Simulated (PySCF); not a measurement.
## Ru(OH)2, quintet: structure and spectrum

Method: PySCF, UPBE, basis Ru def2-SVP with ECP28, O def2-SVP, H def2-SVP (scalar-relativistic core potentials, no spin–orbit coupling, density fitting).

The structure is a minimum.

```xyz
5
charge 0 multiplicity 5, angstrom
Ru    0.0000    0.0000   -0.0120
O     1.8974   -0.1898   -0.0077
O    -1.8974    0.1898   -0.0081
H     2.3867   -0.7067    0.6595
H    -2.3869    0.7059    0.6595
```

```json
{"Point group": "C2", "Bond lengths": "O–H 0.976 Å (×2), Ru–O 1.907 Å (×2)", "Bond angles": "H–O–Ru 123.6° (×2), O–Ru–O 179.8°", "Rotational symmetry number": "2", "Dipole moment": "1.95 D", "Entropy at 298.15 K and 1 bar (electronic part: spin only)": "307.8 J/(mol K)", "Rotational constants": "13.08, 0.1309, 0.1304 cm⁻¹", "Spin squared ⟨S²⟩": "6.003", "Enthalpy at 298.15 K above 0 K": "16.42 kJ/mol", "Zero-point energy": "62.1 kJ/mol", "Heat capacity Cp at 298.15 K": "73.6 J/(mol K)", "Principal polarisabilities": "34.0, 35.1, 61.2 bohr³", "Highest occupied level (β)": "-4.84 eV", "Atomisation energy without zero-point energy": "1684 kJ/mol", "Principal quadrupole moments (Buckingham, traceless) about the centre of mass": "-6.88, 0.86, 6.02 D Å", "Lowest empty level (β)": "-3.95 eV"}
```

Harmonic modes (masses in u: Ru 101.904, O 15.995, H 1.008):
| symmetry | ω (cm⁻¹) | IR (km/mol) | μ (u) |
| --- | --- | --- | --- |
| a | 113 | 2.1 | 3.92 |
| b | 125 | 13.2 | 11.40 |
| a | 269 | 46.8 | 1.22 |
| b | 550 | 268 | 1.12 |
| a | 593 | 22.7 | 1.81 |
| a | 638 | 7.3 | 2.38 |
| b | 666 | 179 | 11.79 |
| a | 3716 | 33.2 | 1.07 |
| b | 3719 | 160 | 1.07 |

In C2 the vibrations span 5a + 4b.

Charges (e):
```csv
atom,Mulliken,Löwdin,polar tensor,spin (Mulliken),Mayer order to Ru1
Ru1,0.43,0.06,0.86,3.48,–
"O2,3",-0.41,-0.13,-0.72,0.25,1.18
"H4,5",0.20,0.10,0.29,0.01,0.03
```
Other Mayer orders above 0.3: O–H 0.94 (×2).

Mulliken populations on Ru1 (electrons outside its core potential): s 2.62, p 6.35, d 6.59, f 0.01.

Outer orbital energies (eV). α occupied: -8.50, -8.07, -7.31, -7.03, -6.22, -5.71, -5.23, -4.97; empty: -0.59, -0.36, -0.29, 0.55. β occupied: -22.93, -12.15, -10.92, -8.12, -7.50, -7.28, -6.83, -4.84; empty: -3.95, -3.91, -3.33, -3.13.

This need not be the most stable arrangement of these atoms. Other spin states or occupations of the open shell can lie lower.

The final relaxation and frequency run took of the order of 100 core-seconds on a shared host.
